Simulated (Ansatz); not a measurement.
`[SiH3][SiH2][GeH3]`. Charge 0, multiplicity 1. Geometry: relaxed with PBE0-D4/def2-TZVP.

```xyz
11

Si    0.811   -1.788   -0.151
Si   -0.777   -0.231    0.567
Ge   -0.244    1.936   -0.259
H     0.498   -3.152    0.354
H     2.159   -1.394    0.341
H     0.842   -1.824   -1.638
H    -0.812   -0.195    2.056
H    -2.128   -0.625    0.080
H    -0.214    1.925   -1.797
H     1.143    2.370    0.246
H    -1.278    2.978    0.200
```

**Question.** What is the dipole moment at ωB97M-V/def2-TZVPP? (An estimate is asked.)

**Answer.** Computed: 0.17 D, with components (-0.08, -0.12, 0.08) D in this frame, pointing from negative to positive charge.

**Question.** And with PBE, r2SCAN, B3LYP? (An estimate is asked.)

**Answer.** The calculation gave: PBE 0.11 D, r2SCAN 0.14 D, B3LYP 0.18 D.

**Question.** Give the Mulliken charges with ωB97M-V, r2SCAN, B3LYP in def2-TZVPP. (Best estimate.)

**Answer.** Ansatz gave: 
| atom | ωB97M-V | r2SCAN | B3LYP |
| --- | --- | --- | --- |
| Si1 | 0.05 | 0.18 | 0.16 |
| Si2 | 0.04 | 0.11 | 0.11 |
| Ge3 | -0.08 | 0.04 | 0.02 |
| H4 | -0.02 | -0.06 | -0.05 |
| H5 | -0.01 | -0.06 | -0.05 |
| H6 | -0.01 | -0.06 | -0.05 |
| H7 | -0.01 | -0.06 | -0.06 |
| H8 | -0.01 | -0.06 | -0.06 |
| H9 | 0.02 | -0.01 | -0.01 |
| H10 | 0.02 | -0.01 | -0.01 |
| H11 | 0.02 | -0.01 | -0.01 |

B3LYP here is the variant with VWN-RPA as its local correlation; programs differ in this.
